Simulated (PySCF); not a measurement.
Input for PySCF: R-HF/3-21G on LiMg-, 2S+1 = 1, a spin state set in the input, which need not be the lowest, a point of a bond scan (R = 3.271 Å). Charge -1.

```python
from pyscf import gto, scf, dft, mp
from pyscf.data.elements import chemcore

mol = gto.M(
    atom='''
    Li    0.00000000    0.00000000    0.00000000
    Mg    0.00000000    0.00000000    3.27092500
    ''',
    basis='3-21g',
    charge=-1, spin=0, verbose=3, max_memory=1800)
mf = scf.RHF(mol)
mf.conv_tol = 1e-8
mf.max_cycle = 100
mf.kernel()
if not mf.converged:
    mf = mf.newton().run(mf.mo_coeff, mf.mo_occ)
```

Problem. What total energy does the run end on?

Solution. -205.8376 hartree.
